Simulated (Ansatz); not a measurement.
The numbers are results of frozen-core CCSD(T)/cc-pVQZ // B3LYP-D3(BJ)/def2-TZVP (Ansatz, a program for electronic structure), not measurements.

Ansatz 0.2 input:
```yaml
crystal:
  periodic: [false, false, false]
  atoms:
    - { symbol: B, position_ang: [-0.016353, 1.089959, -0.026956] }
    - { symbol: Si, position_ang: [1.066324, -0.492821, 0.008482] }
    - { symbol: Si, position_ang: [-1.051071, -0.52438, 0.016743] }
    - { symbol: H, position_ang: [-0.034159, 2.271935, -0.05622] }
    - { symbol: H, position_ang: [2.408409, -1.136814, 0.019662] }
    - { symbol: H, position_ang: [-2.373123, -1.208315, 0.038377] }
basis:
  gaussian: { orbitals: cc-pVQZ }
correlation:
  method: ccsd_t
```

Output:

```
Functional definition: HF
1553 factors; integrals over basis functions are off by at most 1.1e-3 eV
mean field evaluation 1: about -16439.5312 eV, gradient 2.2e1 eV
mean field evaluation 2: about -16439.6766 eV, gradient 2.2e1 eV
mean field evaluation 4: about -16441.5684 eV, gradient 2.9e0 eV
mean field evaluation 8: about -16441.6189 eV, gradient 1.4e-1 eV
mean field evaluation 16: about -16441.0428 eV, gradient 1.0e1 eV
mean field -16441.61925129 eV, -604.2183629550 hartree, gradient 2.2e-6 eV, S^2 0.000000; 0 other end points of the search recorded, 0 dependent functions left out
11 core orbitals not correlated
reference -16441.61925129 eV, -604.2183629550 hartree; 7, 7 occupied and 245, 245 virtual orbitals, 1553 factors
second order -9.62266005 eV of doubles, -0.00000000 eV of singles
cycle   1  -9.99754385 eV  change   -3.7e-1 eV  update   8.9e-2
cycle   2  -10.32779002 eV  change   -3.3e-1 eV  update   2.9e-2
cycle   3  -10.39277363 eV  change   -6.5e-2 eV  update   1.3e-2
cycle   4  -10.38835251 eV  change    4.4e-3 eV  update   3.2e-3
cycle   5  -10.38773748 eV  change    6.2e-4 eV  update   1.3e-3
cycle   6  -10.38757171 eV  change    1.7e-4 eV  update   4.8e-4
cycle   7  -10.38750581 eV  change    6.6e-5 eV  update   1.9e-4
cycle   8  -10.38757686 eV  change   -7.1e-5 eV  update   7.7e-5
cycle   9  -10.38757683 eV  change    2.8e-8 eV  update   2.1e-5
cycle  10  -10.38756241 eV  change    1.4e-5 eV  update   8.2e-6
perturbative correction -0.64639642 eV, -0.0237546303 hartree
Total energy: -16452.65321012 eV, -604.6238534629 hartree
```

Cost: about 2.5 core-minutes (a rough figure).
